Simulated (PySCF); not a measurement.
## Working out the ionisation energy of Br²⁺

Br²⁺ [Ar] 3d10 4s2 4p3 (4S) → Br³⁺ [Ar] 3d10 4s2 4p2 (3P). Calculation: PySCF 2.14, in aug-cc-pVDZ-DK; the spin-free X2C one-electron Hamiltonian (Gaussian nucleus). Frozen: [Ar] 3d10. Energies in hartree (1 hartree = 27.21139 eV):

| part | Br²⁺ (lower) | Br³⁺ (upper) |
| --- | --- | --- |
| UHF | -2603.161868 | -2601.889477 |
| CCSD correlation | -0.071594 | -0.060701 |
| (T) | -0.000644 | -0.000505 |

Task: What does Hartree-Fock give?

Result: (-2601.889477) − (-2603.161868) = 1.272391 hartree = 34.624 eV.

Task: What do CCSD and CCSD(T) give?

Result: The CCSD correlation energies differ by 0.010893 hartree = 0.296 eV and the triples by 0.000139 hartree = 0.004 eV, so CCSD gives 34.920 eV and CCSD(T) 34.924 eV.

Reference: 34.871 ± 0.019 eV (measured; NIST Atomic Spectra Database, ionization energies), between the lowest levels; spin-orbit coupling is absent from the calculation.

A double-zeta basis recovers only part of the correlation energy.

What remains against the reference includes basis incompleteness, the frozen core and higher excitations.
